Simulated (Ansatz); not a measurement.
Cartesian coordinates (Å):
SMILES: BC
```xyz
7

B      0.8785     0.0717    -0.0321
C     -0.6655    -0.0710    -0.0596
H      1.4022     1.1473    -0.1759
H      1.5836    -0.8767     0.2028
H     -1.0461    -1.0738    -0.2979
H     -0.9505     0.1095     1.0016
H     -1.2022     0.6931    -0.6388
```
Charge 0, spin multiplicity 1.

Method: frozen-core CCSD(T)/cc-pVTZ // PBE-D3(BJ)/def2-TZVP in Ansatz (a first-principles code).

- HF energy = -65.46575 Ha
- MP2 correlation energy = -0.28849 Ha

Question: Estimate the CCSD correlation energy, the (T) correction, the total energy and the T1 diagnostic.

Answer: 
| Property | Value |
|---|---|
| CCSD correlation energy | -0.32040 Ha |
| (T) correction | -0.01018 Ha |
| CCSD(T) total energy | -65.79633 Ha |
| T1 diagnostic | 0.009 |
